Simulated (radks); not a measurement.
Q: Radial electron density D(r) = 4 pi r^2 rho(r) of an atom or ion with 48 electrons. Calculated with a radial shooting solver on a logarithmic mesh with Libxc functionals: non-relativistic Kohn-Sham, r2SCAN, spin-polarised, spherical densities, point nucleus; meta-GGA in the generalised Kohn-Sham scheme.

r (bohr),D(r) (e/bohr),spin D(r)
0.005046,16.15,0.00148
0.005827,19.95,0.00183
0.00673,24.37,0.00223
0.007772,29.36,0.00269
0.008976,34.84,0.00318
0.01045,40.93,0.00374
0.01207,46.71,0.00427
0.01394,52.08,0.00479
0.0161,56.60,0.00528
0.01859,59.80,0.00576
0.02147,61.33,0.00630
0.02479,61.05,0.00703
0.02863,59.23,0.00822
0.03307,56.57,0.0103
0.03819,54.23,0.0136
0.0441,53.51,0.0189
0.05134,55.69,0.0270
0.0593,60.81,0.0372
0.06848,67.92,0.0500
0.07909,74.84,0.0651
0.09134,78.86,0.0834
0.1055,77.97,0.107
0.1218,72.14,0.139
0.1407,63.82,0.185
0.1625,57.05,0.243
0.1876,55.22,0.303
0.2184,58.89,0.340
0.2523,63.77,0.317
0.2914,64.42,0.225
0.3365,57.56,0.0936
0.3886,44.60,-0.00173
0.4488,30.77,0.0307
0.5183,21.49,0.241
0.5986,18.73,0.582
0.6913,20.24,0.934
0.7983,21.82,1.13
0.922,20.67,1.11
1.073,16.57,0.942
1.24,11.69,0.787
1.432,7.497,0.739
1.653,4.676,0.805
1.909,3.080,0.920
2.205,2.220,0.989
2.547,1.661,0.942
2.941,1.188,0.776
3.397,0.7623,0.545
3.923,0.4216,0.321
4.567,0.1857,0.149
5.274,0.06924,0.0580
6.091,0.02066,0.0180
7.034,0.004829,0.00436
8.124,0.0008604,0.000800
9.382,0.0001128,0.000107

What is the nuclear charge?

A: Z = 49. The innermost maximum, from 1s, lies near 1/Z = 0.0204 bohr (found: 0.0225), and its height grows with Z. The density is that of the indium ion In+ in [Kr] 4d9 5s1.5 5p1.5; the configuration itself is not fixed sharply by these data, and Z only to a few units. D(r) has 4 maxima, at r = 0.0225, 0.0958, 0.275, 0.818 bohr, and minima at 0.0431, 0.183, 0.599 bohr, inside which lie 2.03, 11.32, 28.96 electrons.
